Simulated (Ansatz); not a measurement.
C$_{2}$H$_{6}$BFN$_{2}$ (`N=CC(N)BF`). Total charge 0; spin multiplicity 1. All single points use the PBE0-D4/def2-TZVP geometry. It is one conformer, not always the lowest.

```xyz
12

N    -1.620   -1.195   -0.812
C    -0.597   -0.918   -0.124
C     0.224    0.325   -0.361
N     1.655    0.131   -0.253
B    -0.323    1.436    0.608
F     0.449    1.873    1.591
H    -2.044   -2.070   -0.506
H    -0.218   -1.557    0.688
H    -0.041    0.671   -1.371
H     1.961   -0.730   -0.685
H     1.980    0.152    0.703
H    -1.428    1.884    0.523
```

What is the dipole moment at r2SCAN/def2-TZVPP? (An estimate is asked.)

Computed: 2.27 D, with components (0.62, -1.88, 1.11) D in this frame, pointing from negative to positive charge.

And with PBE, B3LYP, ωB97M-V? (Best estimate.)

Computed: PBE 2.24 D, B3LYP 2.27 D, ωB97M-V 2.32 D.

Give the Mulliken charges with r2SCAN, B3LYP, ωB97M-V in def2-TZVPP. (Estimate.)

Computed: 
| atom | r2SCAN | B3LYP | ωB97M-V |
| --- | --- | --- | --- |
| N1 | -0.30 | -0.23 | -0.22 |
| C2 | -0.09 | -0.18 | -0.15 |
| C3 | 0.20 | 0.17 | 0.12 |
| N4 | -0.38 | -0.35 | -0.30 |
| B5 | 0.28 | 0.22 | 0.18 |
| F6 | -0.25 | -0.23 | -0.23 |
| H7 | 0.16 | 0.15 | 0.13 |
| H8 | 0.05 | 0.08 | 0.10 |
| H9 | 0.06 | 0.09 | 0.11 |
| H10 | 0.14 | 0.13 | 0.11 |
| H11 | 0.15 | 0.14 | 0.12 |
| H12 | -0.01 | 0.01 | 0.06 |

B3LYP here is the variant with VWN-RPA as its local correlation; programs differ in this.
